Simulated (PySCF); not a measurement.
Species: C₅H₁₄NSi (doublet state).
Atom-mapped SMILES: `[CH3:1][C:2]([CH3:3])([CH3:4])[CH2:5][NH:6][SiH2:7]` (hydrogens: H8, H9, H10 on C1; H11, H12, H13 on C3; H14, H15, H16 on C4; H17, H18 on C5; H19 on N6; H20, H21 on Si7)

Geometry (GFN2-xTB, Å), atoms numbered from 1 in this order:
```
atom  x, y, z in Å
C1    -0.238   -1.419    0.345
C2    -0.681   -0.029   -0.110
C3    -1.217    0.759    1.088
C4    -1.784   -0.166   -1.162
C5     0.509    0.723   -0.755
N6     1.572    1.100    0.131
Si7    2.893    0.081    0.572
H8     0.070   -2.017   -0.509
H9     0.606   -1.345    1.030
H10   -1.053   -1.933    0.850
H11   -2.114    0.283    1.479
H12   -0.480    0.798    1.887
H13   -1.472    1.777    0.796
H14   -2.152    0.812   -1.466
H15   -2.620   -0.736   -0.763
H16   -1.410   -0.680   -2.044
H17    0.121    1.629   -1.238
H18    0.938    0.088   -1.535
H19    1.286    1.810    0.787
H20    3.387   -0.524   -0.660
H21    3.831    0.947    1.276
```

The hyperfine couplings belong to this conformer and change with its torsions.

Computed with UKS B3LYP, pcH-1 on C H N Si, non-relativistic, mean-field spin-orbit, GIAO in PySCF 2.14.0. Geometry: GFN2-xTB, one conformer, isolated molecule. Couplings are sensitive to structure, and on GFN2-xTB geometries they can be far from those on DFT ones, by a factor of two or more for some ions and for spin on atoms past the first row. The SCF solution wasn't tested for stability.

Problem. What is the g tensor, term by term?

Solution. 
| Δg (ppm) | 1 | 2 | 3 |
| --- | --- | --- | --- |
| relativistic mass correction | -152 | -152 | -152 |
| gauge correction | 20 | 31 | 27 |
| orbital Zeeman/spin–orbit | -82 | 484 | 1335 |
| total | -214 | 363 | 1211 |

So g = 2.00211, 2.00268, 2.00353 and g_iso = 2.00277; the tensor is rhombic: the two nearest values differ by 40 % of g3 − g1. Axes: g3 points within 13° of the N6–Si7 bond.

Problem. Average each term over the three axes. Which is largest in size?

Solution. The orbital-Zeeman/spin–orbit term 579, the mass correction -152 and the gauge correction 26 ppm, for a total of 453 ppm. The orbital-Zeeman/spin–orbit term is the largest in size. The mass correction is the same along every axis, so the anisotropy comes from the other two: their spans along these axes are 10 (gauge) and 1417 ppm (orbital Zeeman/spin–orbit).

Problem. At 9.547 GHz, how far is the centre of the isotropic spectrum from where a free electron (g = 2.002319) resonates?

Solution. B = hν/(g μB) with μB/h = 13.99624 MHz/mT gives 340.66 mT for the free electron and 340.58 mT at g_iso, 0.08 mT lower.

Problem. What are the electron Larmor frequencies g μB B/h along the three axes at 340 mT?

Solution. 9.5275, 9.5302, 9.5342 GHz for g1, g2 and g3, a range of 6.8 MHz.

Problem. In a frozen sample, at which fields do the three g values resonate at 9.5, 34, 94 and 263 GHz (hyperfine left aside), and which band first spreads them over more than twice a line width of 0.5 mT?

Solution. 
```csv
band,GHz,B(g3) mT,B(g2) mT,B(g1) mT,spread mT
X,9.5,338.78,338.92,339.02,0.24
Q,34.0,1212.47,1212.98,1213.33,0.86
W,94.0,3352.13,3353.55,3354.51,2.38
J,263.0,9378.82,9382.79,9385.50,6.67
```

The spread grows in proportion to the frequency. W band is the first where it exceeds 1.0 mT.

Largest spin populations (Mulliken): Si7 (+0.75) and N6 (+0.16). The angles at Si7 add up to 328.0°, so it is pyramidal.

The HOMO–LUMO gaps are 5.19 eV among the α and 5.02 eV among the β orbitals.
